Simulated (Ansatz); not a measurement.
Geometry optimisation, Ansatz 0.2.0, RKS PBE-D4/def2-SVP.

The input (input.yaml):

```yaml
crystal:
  periodic: [false, false, false]
  atoms:
    - { symbol: Sn, position_ang: [0.0, 0.0, 0.0] }
    - { symbol: O, position_ang: [1.2811, 0.0, 1.739] }
    - { symbol: H, position_ang: [0.3715, -0.2814, 2.0762] }
    - { symbol: H, position_ang: [1.8761, 0.0, 0.4941] }
    - { symbol: Cl, position_ang: [-1.1351, 1.9666, -0.8025] }
    - { symbol: Cl, position_ang: [-1.1351, -1.9666, -0.8025] }
basis:
  gaussian: { orbitals: def2-SVP }
hamiltonian:
  xc: pbe
  dispersion: d4
relax:
  f_tol: 0.15
  max_steps: 25
  restrain:
    - { distance: [1, 3], at: 2.21, k: 30.0 }
    - { distance: [0, 1], at: 1.96, k: 30.0 }
    - { distance: [0, 3], at: 1.74, k: 30.0 }
```

Run as:

```bash
$ ansatz run input.yaml --threads 2 --pin off --max-ram 3072MiB --backend cpu --events-out ev --progress --plain --runs-dir out
```

Problem. Where does it end, and by what steps?

Solution. The run converged. The restraints hold the end off the free minimum. After 9 steps the energy has fallen by 2.789 eV (the restraints' own energy left out); H4 moved furthest, 0.66 Å.

| step | energy less start (eV) | largest force component (eV/Å) | accepted |
| --- | --- | --- | --- |
| 0 | 0.0000 | 3.659 | yes |
| 1 | -0.5020 | 2.296 | yes |
| 2 | -1.3038 | 3.046 | yes |
| 3 | -2.3814 | 2.201 | yes |
| 4 | -2.7649 | 2.263 | yes |
| 5 | -2.7889 | 2.173 | yes |
| 6 | -2.7796 | 1.805 | yes |
| 7 | -2.7790 | 1.492 | yes |
| 8 | -2.7852 | 1.227 | yes |
| 9 | -2.7888 | 1.315 | yes |

```xyz
6
Properties=species:S:1:pos:R:3
Sn 0.259 -0.022 -0.068
O 0.862 -0.100 1.800
H 0.204 -0.142 2.524
H 1.976 0.003 -0.157
Cl -1.045 1.865 -0.614
Cl -0.999 -1.884 -0.782
```

Time of the run: 13 s on 2 threads of Arm Neoverse V2 (shared host), peak memory 0.13 GiB.
